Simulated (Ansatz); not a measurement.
Consider the ligand exchange at the Si–C bond: `O[SiH2]/C=C/[SiH3]` + `N[SiH2]S` → `[SiH3]N[SiH2]S` + `C=C[SiH2]O`.

Program: Ansatz. Geometries: PBE0-D4/def2-TZVP. ΔE: electronic, gas phase. CCSD(T)/CBS adds triple-zeta CCSD(T) − MP2 to the extrapolated MP2 energy (def2 sets, frozen cores). Functionals use def2-TZVPP. B3LYP here is the variant with VWN-RPA as its local correlation; programs differ in this. One conformer a species, not always the lowest.

```
             level  ΔE (kJ/mol)  difference from CCSD(T)/CBS
            PBE-D4        -49.5                          9.7
         r2SCAN-D4        -55.5                          3.7
           PBE0-D4        -53.4                          5.8
          B3LYP-D4        -58.0                          1.2
           ωB97X-V        -58.0                          1.2
           ωB97M-V        -58.5                          0.7
            B2PLYP        -58.8                          0.4
               PBE        -48.3                         10.9
            r2SCAN        -55.3                          3.9
              PBE0        -52.4                          6.8
             B3LYP        -56.2                          3.0
     HF/def2-TZVPP        -66.5                         -7.3
    MP2/def2-TZVPP        -61.1                         -1.9
SCS-MP2/def2-TZVPP        -62.5                         -3.3
   CCSD/def2-TZVPP        -61.2                         -2.0
CCSD(T)/def2-TZVPP        -60.0                         -0.8
     HF/def2-QZVPP        -67.2                         -8.0
    MP2/def2-QZVPP        -60.8                         -1.6
SCS-MP2/def2-QZVPP        -62.2                         -3.0
      HF/CBS(def2)        -67.3                         -8.1
     MP2/CBS(def2)        -60.2                         -1.0
    CCSD/CBS(def2)        -60.4                         -1.2
       CCSD(T)/CBS        -59.2                            0
```

Largest T1 diagnostic among the species: 0.012.

In def2-TZVPP, CCSD(T) changes the Hartree–Fock value by +6.5 kJ/mol (the triples alone add +1.2 kJ/mol) and MP2 by +5.4 kJ/mol. From PBE to PBE0 (25 % exact exchange), in def2-TZVPP and without D4, ΔE moves by −4.1 kJ/mol.
